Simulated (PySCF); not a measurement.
## Potential energy of GaF⁺ along the bond

Set-up: basis Ga cc-pVTZ-PP with ECP10, F cc-pVTZ; scalar-relativistic core potentials; PySCF 2.14. Energies in eV from Ga⁺ + F in their ground configurations at the same level. All curves are PBE0. state 1: ²Σ⁺ (doublet), unpaired electrons σ ↑; state 2: quartet, unpaired electrons σ ↑, π ↑↑, a mixture of terms (⟨Lz²⟩ = 2.0), a second solution, started from another occupation.

```json
{"R (Å)": "1.470", "state 1": "-0.155", "state 2": "9.7008"}
{"R (Å)": "1.538", "state 1": "-0.896", "state 2": "8.3804"}
{"R (Å)": "1.607", "state 1": "-1.289", "state 2": "7.4283"}
{"R (Å)": "1.658", "state 1": "-1.424", "state 2": "6.8956"}
{"R (Å)": "1.709", "state 1": "-1.460", "state 2": "6.4808"}
{"R (Å)": "1.760", "state 1": "-1.427", "state 2": "6.1605"}
{"R (Å)": "1.829", "state 1": "-1.310", "state 2": "5.8477"}
{"R (Å)": "1.914", "state 1": "-1.102", "state 2": "5.5911"}
{"R (Å)": "2.017", "state 1": "-0.833", "state 2": "5.4190"}
{"R (Å)": "2.153", "state 1": "-0.524", "state 2": "5.3310"}
```

Q: Put a parabola through the three lowest points of the state 1 curve and estimate Re, k and ωe (reduced mass 14.89 u; 1 eV/Å² = 0.16022 mdyn/Å; ωe = 1302.8·√(k/μ) cm⁻¹).

A: Through R = 1.658, 1.709, 1.76 Å the second-order coefficient is 13.3 eV/Å², so Re ≈ 1.710 Å, k ≈ 4.25 mdyn/Å and ωe ≈ 696 cm⁻¹. A polynomial fit of higher order to the unrounded PBE0 energies gives Re = 1.707 Å, k = 4.32 mdyn/Å, ωe = 702 cm⁻¹; anharmonicity and rounding make the difference.

The higher-order fit for each curve: state 1: Re = 1.707 Å, ωe = 702 cm⁻¹, De = 1.46 eV; state 2: Re = 2.214 Å, ωe = 249 cm⁻¹, minimum 5.32 eV above the ground-state fragments.

Spin–orbit coupling is left out. For an ion De counts to the pair picked by the measured ionisation energies or electron affinities, which need not be the lowest pair at this level. Counting both spins, an empty level lies below a filled one in some of these solutions, because spin and occupation are held. The state is the lowest determinant that a PBE0 search found; another state may lie lower at other levels.
